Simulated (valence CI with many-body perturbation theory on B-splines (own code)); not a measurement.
Er⁴⁵⁺: key properties

Method: valence CI with perturbative core correlation (CI+MBPT): five valence electrons over a frozen Dirac-Fock core [Ar], radial functions for each j: 7 s, 7 p, 8 d, 6 f, 4 g, 1 h, with the one-electron correlation potential Σ1 (screened to all orders), the two-electron term Σ2, the three-electron term Σ3, Breit, model QED; selected single and double excitations, second order for the rest, scaled by the run's own slope (own B-spline code, finite nucleus).

No measured spectrum was set against this ion. As an estimate, large intervals hold to a few tenths of a per cent, small ones and those within an open d or f shell to about a per cent. Among the levels kept, up to 550 cm⁻¹ of a level comes from second order outside the variational space, and about a tenth of that is noise between levels of different J, which matters for small intervals. Only levels of the ground parity were solved; by the run's estimate the other parity begins above the list, which can be wrong where configurations are misplaced.

Levels are named by their leading jj configuration (3d3/2^4 stands for four electrons in 3d with j = 3/2), which in mixed levels can hold well under half, so a name can repeat and another be missing.

Rates and lifetimes use the calculated energies. Strong lines usually hold to 10 to 20 %, long lifetimes can be off by a factor of two.

What is the ground level?

(3d3/2^4 3d5/2) J=5/2, composition 28 % 3d5 4P + 23 % 3d5 2D + 15 % 3d5 2F, g = 1.334.

What is the ionisation energy?

3741.9 eV; NIST lists 3742 ± 4 eV (theoretical).

How well does LS coupling describe the low levels?

Among the lowest 20 levels the leading LS term, summed over configurations, holds 48 % on average. For single configurations the figures are 48 % in LS and 95 % in jj coupling. Terms mix most in the J = 5/2 level at 0 cm⁻¹, where the leading one holds 28 %.
